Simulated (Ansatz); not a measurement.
C3H9AlB2 (`C[B]1C[BH][Al]1[CH3]`). Total charge 0; spin multiplicity 1. The geometry is a stationary point of PBE0-D4/def2-TZVP.

```xyz
15

C     1.944    1.376    0.436
B     0.803    0.315    0.343
C     0.792   -1.026    1.184
B     0.200   -1.910    0.090
Al   -0.978   -0.352   -0.674
C    -2.707    0.219   -1.385
H     2.525    1.333    1.362
H     1.621    2.403    0.254
H     2.643    1.126   -0.377
H     1.541   -1.289    1.931
H     0.012   -0.320    1.650
H     0.800   -2.878   -0.281
H    -3.127   -0.513   -2.079
H    -3.423    0.332   -0.563
H    -2.646    1.186   -1.892
```

Problem. What is the dipole moment at B3LYP/def2-TZVPP? (Estimate.)

Solution. The calculation gave: 1.14 D, with components (-0.33, 1.08, 0.15) D in this frame, pointing from negative to positive charge.

Problem. And with PBE, r2SCAN, ωB97M-V? (Best estimate.)

Solution. Computed: PBE 1.22 D, r2SCAN 1.20 D, ωB97M-V 1.14 D.

Problem. Give the Mulliken charges with B3LYP, PBE, ωB97M-V in def2-TZVPP. (An estimate is asked.)

Solution. Ansatz gave: 
```json
{"atom": "C1", "B3LYP": "-0.31", "PBE": "-0.33", "ωB97M-V": "-0.35"}
{"atom": "B2", "B3LYP": "0.00", "PBE": "-0.04", "ωB97M-V": "-0.07"}
{"atom": "C3", "B3LYP": "-0.11", "PBE": "-0.07", "ωB97M-V": "-0.17"}
{"atom": "B4", "B3LYP": "-0.07", "PBE": "-0.10", "ωB97M-V": "-0.14"}
{"atom": "Al5", "B3LYP": "0.18", "PBE": "0.16", "ωB97M-V": "0.25"}
{"atom": "C6", "B3LYP": "-0.43", "PBE": "-0.42", "ωB97M-V": "-0.50"}
{"atom": "H7", "B3LYP": "0.08", "PBE": "0.09", "ωB97M-V": "0.10"}
{"atom": "H8", "B3LYP": "0.10", "PBE": "0.11", "ωB97M-V": "0.11"}
{"atom": "H9", "B3LYP": "0.08", "PBE": "0.10", "ωB97M-V": "0.10"}
{"atom": "H10", "B3LYP": "0.10", "PBE": "0.09", "ωB97M-V": "0.11"}
{"atom": "H11", "B3LYP": "0.08", "PBE": "0.10", "ωB97M-V": "0.14"}
{"atom": "H12", "B3LYP": "0.02", "PBE": "0.01", "ωB97M-V": "0.08"}
{"atom": "H13", "B3LYP": "0.09", "PBE": "0.10", "ωB97M-V": "0.11"}
{"atom": "H14", "B3LYP": "0.09", "PBE": "0.09", "ωB97M-V": "0.11"}
{"atom": "H15", "B3LYP": "0.09", "PBE": "0.10", "ωB97M-V": "0.11"}
```

B3LYP here is the variant with VWN-RPA as its local correlation; programs differ in this.
